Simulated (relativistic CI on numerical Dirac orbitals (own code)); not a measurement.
# A ladder of approximations for the levels of K4+

Calculated with a relativistic CI code on KLI orbitals (one set per configuration, finite nucleus), adding one ingredient at a time: step 1, Dirac-Coulomb, each configuration alone; step 2, with Breit and QED terms; step 3, with configuration mixing; step 4, with scaled Slater integrals (0.85); step 5, with a P86 correlation estimate; step 6, tied to the ionisation limit. P86 is a density functional for the correlation energy, evaluated here for each configuration and added to its levels. Step 6 is semi-empirical: configurations made of the next ion and one excited electron move by -7494 cm⁻¹, so that their limit matches the tabulated ionisation energy, and those with a non-penetrating f or g electron also take the P86 value of the least penetrating other one.

CI space (outside the closed core [Ne]): 3s²3p³, 3s3p⁴, 3s²3p²3d, 3s²3p²4s, 3p⁵, 3s3p³3d, 3s²3p²4p, 3p⁴3d, 3s²3p²4d, 3s3p²3d², 3s²3p²4f, 3s²3p²5s, 3s²3p²5p, 3s3p³4s, 3s²3p3d², 3s²3d³, 3s²3d²4s, 3s3p3d³, 3s²3d²4p, 3s²3d²4d, 3p³3d², 3p²3d³, 3p²3d²4s, 3p²3d²4p, 3p²3d²4d.

Computed minus measured energy above the ground level, in cm⁻¹, for 13 of the 27 excited levels that pair in every step (one J of a term; a digit in brackets numbers repeated terms):

```
Configuration  Term    J  Measured  Step 1  Step 2  Step 3  Step 4  Step 5  Step 6
       3s²3p³   2D°  3/2     24012    4914    4931    3373    -531    -526    -528
       3s²3p³   2P°  1/2     39758    8750    8757    3789   -1871   -1856   -1857
        3s3p⁴    4P  5/2    136636    9316    9205    -669    3653    4314    3490
        3s3p⁴    2D  3/2    169580   33040   32910    2068    2737    3451    1700
        3s3p⁴    2S  1/2    205800   25920   25805    5559    -224     476   -1097
     3s²3p²3d    4F  3/2    206720    5485    5395   10570   10768   11750    4462
     3s²3p²3d    4D  5/2    222366    -415    -557    2324    1877    2864   -4389
     3s²3p²3d    4P  5/2    257865   -4227   -4384   10643    3048    4012   -2397
     3s²3p²3d    2D  5/2    280585  -18290  -18475   -4708  -12730  -11748  -18714
     3s²3p²4s    4P  1/2    336628      47      69   17565   10761   16027    8570
     3s²3p²4s    2P  1/2    343740    2062    2064   19064   11087   16352    8896
     3s²3p²4s    2D  5/2    357012    4369    4307   21260   11236   16501    9049
     3s²3p²4s    2S  1/2    380994   10350   10307   20124    7512   12784    5411
```

Mean absolute errors in cm⁻¹, over all paired levels and for the configurations:

```
Configuration, levels  Step 1  Step 2  Step 3  Step 4  Step 5  Step 6
              all, 27    8702    8692    9173    6177    8052    5673
            3s²3p³, 4    6832    6830    3570    1192    1182    1184
             3s3p⁴, 6   20044   19905    1964    2771    3382    2487
          3s²3p²3d, 9    7073    7172    7556    6755    7295    7371
          3s²3p²4s, 8    2964    2923   19201   10575   15841    8396
```

Measured levels: Sansonetti, J. Phys. Chem. Ref. Data 37, 7 (2008).

The mean absolute error is lowest at step 6 (5673 cm⁻¹), and the largest single drop is from step 3 to 4 (9173 to 6177). Terms of the ground configuration are off by 6832 at first, 3570 with mixing and 1192 after scaling, which stands in for the correlation that narrows term splittings. Mixing lowers the ground level by 20909, with 3s3p³3d as its largest admixture; relative to it the configurations that move most are 3s3p⁴ by -18635, 3s²3p²4s by +16278, 3s²3p²3d by +9683. Configurations whose own partners of that kind are not in the list rise by much of that lowering, so a short list can trade one imbalance for another. The P86 estimate moves 3s²3p²4s by +5266, 3s²3p²3d by +977, 3s3p⁴ by +685, and takes the mean absolute error of the excited configurations from 7044 to 9247; it adds to levels that were already too high. Step 6 takes that error from 9247 to 6453.
